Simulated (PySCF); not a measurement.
## Static response to an electric field

C2H10GeOSi2.
Numbering: `[CH3:1][C:2](=[O:3])[Si@@H:4]([SiH3:5])[GeH3:6]` (hydrogens: H7, H8, H9 on C1; H10 on Si4; H11, H12, H13 on Si5; H14, H15, H16 on Ge6)

Cartesian coordinates in Å at the PBE0-D3(BJ)/def2-SVP level; atoms count from 1:
```
atom  x, y, z in Å
C1    -2.3109   -1.0993   -0.0469
C2    -0.8607   -1.1239    0.3550
O3    -0.4499   -1.8189    1.2564
Si4    0.4153    0.0224   -0.5808
Si5   -0.0770    2.2597   -0.0743
Ge6    2.5396   -0.6604    0.2396
H7    -2.4101   -1.3671   -1.1113
H8    -2.7115   -0.0776    0.0602
H9    -2.8893   -1.7968    0.5753
H10    0.2727   -0.1663   -2.0623
H11   -1.4624    2.6005   -0.5281
H12    0.0040    2.4625    1.4047
H13    0.8896    3.1816   -0.7463
H14    2.7260   -2.1726    0.0338
H15    3.6669    0.0858   -0.5015
H16    2.6384   -0.3291    1.7376
```

Level: B3LYP/def2-SVPD (PySCF), static field, nuclei fixed, core orbitals frozen in the response. The polarisability tensor in these axes (au):

```
x   137.65  -4.81   3.31
y    -4.81 132.17  -7.32
z     3.31  -7.32 104.86
```

Question: Diagonalise the tensor; give its mean and Δα, where Δα² is half the sum of the squared differences of the eigenvalues.

Answer: Principal values 102.90, 130.12 and 141.66 au; mean 124.89 au = 18.51 Å³ = 20.59 × 10⁻⁴⁰ C²·m²/J; Δα = 34.47 au (28 % of the mean).

Question: What is the dipole moment, and where does it point?

Answer: (-1.29, 1.18, -1.73) D, 2.46 D in size, pointing from the negative to the positive side. Measured along this direction, the outermost atoms are H16 at the negative end and H11 at the positive end.

Question: Traceless (Buckingham) quadrupole moment about the centre of nuclear charge: eigenvalues?

Answer: -9.58, 1.20, 8.38 D·Å. The values depend on the origin, since the dipole doesn't vanish. The electronic extent ⟨r²⟩ about the same centre is 1730 bohr², a root-mean-square distance of 2.32 Å for the 90 electrons.

Question: Give the principal axes and the span of the nuclei along them.

Answer: Largest value along (0.81, -0.55, 0.18), where the nuclei span 6.15 Å; middle along (0.58, 0.80, -0.16), 6.38 Å; least along (-0.06, 0.23, 0.97), 3.99 Å. The strongest response doesn't lie along the longest of the three spans.

Question: Find the Langevin capture rate constant for H3+ (3.023 u) meeting this molecule (179.948 u), k = 2.342 × 10⁻⁹ cm³/s × √(α in Å³ / reduced mass in u).

Answer: The reduced mass is 2.97 u, so k = 5.84 × 10⁻⁹ cm³/s. The formula leaves out the permanent dipole, which adds to the capture rate.

One conformer (not necessarily the lowest) at the PBE0-D3(BJ)/def2-SVP geometry, without solvent, vibrations or thermal averaging. The calculation is non-relativistic, for germanium too.
